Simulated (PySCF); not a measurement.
## Partial charges of `CO[Si@H](C=O)/N=C(/C)C#N`

Compound: C5H8N2O2Si.
Structure used (GFN2-xTB), in Å, numbered top down from 1:
```
atom  x, y, z in Å
C1    -2.862   -0.886   -0.493
O2    -1.489   -0.677   -0.280
Si3   -0.670    0.521    0.424
C4    -1.173    2.228   -0.309
O5    -2.282    2.435   -0.735
N6     1.014    0.423    0.154
C7     1.793   -0.370   -0.441
C8     3.270   -0.134   -0.486
C9     1.356   -1.557   -1.116
N10    1.019   -2.510   -1.656
H11   -3.344    0.025   -0.848
H12   -2.960   -1.671   -1.243
H13   -3.340   -1.208    0.435
H14   -0.815    0.589    1.875
H15   -0.429    3.050   -0.317
H16    3.793   -0.979   -0.038
H17    3.510    0.777    0.053
H18    3.601   -0.052   -1.521
```

Density: PBE0/pcSseg-1 (PySCF); schemes: Mulliken, IAO, Hirshfeld and ESP-fitted. The structure is a single GFN2-xTB conformer in the gas phase; no vibrational or solvent corrections.

Problem. Give the atomic charges in each scheme.

Solution. In e; atoms taken as equivalent share a row and are averaged (×n: the atom named and its like, n in all):

| atom | environment | Mulliken | IAO | Hirshfeld | ESP-fitted |
| --- | --- | --- | --- | --- | --- |
| C1 | methoxy carbon | -0.008 | -0.199 | -0.028 | -0.289 |
| O2 | silyl ether oxygen | -0.638 | -0.642 | -0.224 | -0.243 |
| Si3 | oxygen-bound silicon | +1.007 | +1.196 | +0.432 | +0.661 |
| C4 | carbonyl carbon | -0.033 | -0.019 | +0.047 | +0.293 |
| O5 | carbonyl oxygen | -0.340 | -0.361 | -0.201 | -0.403 |
| N6 | C=N nitrogen | -0.564 | -0.537 | -0.222 | -0.744 |
| C7 | C=N carbon | +0.091 | +0.187 | +0.131 | +0.694 |
| C8 | methyl carbon | -0.182 | -0.441 | -0.112 | -0.537 |
| C9 | nitrile carbon | +0.108 | +0.103 | +0.082 | +0.168 |
| N10 | nitrile nitrogen | -0.214 | -0.195 | -0.185 | -0.381 |
| H11/H12/H13 | methyl hydrogen | +0.115 | +0.148 | +0.046 | +0.134 |
| H14 | Si–H hydrogen | -0.115 | -0.153 | -0.076 | -0.108 |
| H15 | formyl hydrogen | +0.099 | +0.105 | +0.036 | +0.015 |
| H16/H17/H18 | methyl hydrogen | +0.147 | +0.171 | +0.059 | +0.157 |

Mean size of the charges over all atoms: ESP-fitted 0.301 e, IAO 0.283 e, Mulliken 0.233 e, Hirshfeld 0.116 e. Each set sums to the total charge, 0, to within 0.001 e. The ESP scheme fits charges at the nuclei, held to the total charge, to the electrostatic potential on points at 1.4 to 2.0 times the van der Waals radii. The Hirshfeld scheme weights the molecular density at each point by an atom's share of the summed free-atom densities.

Lowest charge. The schemes don't all agree: Mulliken O2 (-0.638); IAO O2 (-0.642); Hirshfeld O2 (-0.224); ESP-fitted N6 (-0.744).

Highest charge. The schemes don't all agree: Mulliken Si3 (+1.007); IAO Si3 (+1.196); Hirshfeld Si3 (+0.432); ESP-fitted C7 (+0.694).

Problem. Sum the charges by element, for elements with more than one atom.

Solution. 
| element | atoms | Mulliken | IAO | Hirshfeld | ESP-fitted |
| --- | --- | --- | --- | --- | --- |
| C | 5 | -0.024 | -0.368 | +0.121 | +0.328 |
| O | 2 | -0.978 | -1.003 | -0.424 | -0.645 |
| N | 2 | -0.777 | -0.732 | -0.406 | -1.125 |
| H | 8 | +0.772 | +0.908 | +0.277 | +0.781 |

Problem. How closely do the schemes follow one another over all atoms?

Solution. Correlation coefficient and root-mean-square difference: Mulliken with IAO 0.98, 0.093 e; Mulliken with Hirshfeld 0.96, 0.197 e; IAO with Hirshfeld 0.96, 0.248 e; Hirshfeld with ESP-fitted 0.88, 0.246 e; IAO with ESP-fitted 0.83, 0.225 e; Mulliken with ESP-fitted 0.78, 0.239 e.

Problem. How many electrons does the Mulliken scheme count on C4?

Solution. Z − q = 6 − (-0.033) = 6.033.
